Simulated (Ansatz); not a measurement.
`C=C([SiH3])OC` and `C=C(Br)OC` differ in one atom or group.

Ansatz, PBE0-D4/def2-TZVP geometries, multiplicity 1. Each molecule was computed in one conformer, which needn't be the lowest.

Scalar relativity is left out up to krypton.

```
                                      property  `C=C([SiH3])OC`
           HOMO energy (B3LYP/def2-TZVPP) / eV            -6.69
         HOMO–LUMO gap (B3LYP/def2-TZVPP) / eV             6.61
          HOMO–LUMO gap (PBE0/def2-TZVPP) / eV             7.05
             HOMO energy (PBE/def2-TZVPP) / eV            -5.73
size of the dipole moment (PBE/def2-TZVPP) / D             1.47
       HOMO–LUMO gap (ωB97M-V/def2-TZVPP) / eV            11.35
```

Give the same properties after the change, and the shifts. (Best estimate.)

Computed: 
```csv
property,`C=C(Br)OC`,shift
HOMO energy (B3LYP/def2-TZVPP) / eV,-6.86,-0.17
HOMO–LUMO gap (B3LYP/def2-TZVPP) / eV,6.58,-0.03
HOMO–LUMO gap (PBE0/def2-TZVPP) / eV,7.07,0.02
HOMO energy (PBE/def2-TZVPP) / eV,-5.91,-0.18
size of the dipole moment (PBE/def2-TZVPP) / D,1.58,0.11
HOMO–LUMO gap (ωB97M-V/def2-TZVPP) / eV,11.36,0.01
```

Dipoles are sizes alone; their direction can turn.

B3LYP here is the variant with VWN-RPA as its local correlation; programs differ in this.

Spin–orbit coupling is left out; it splits and shifts lone-pair levels of the heavy atoms by tenths of an eV.
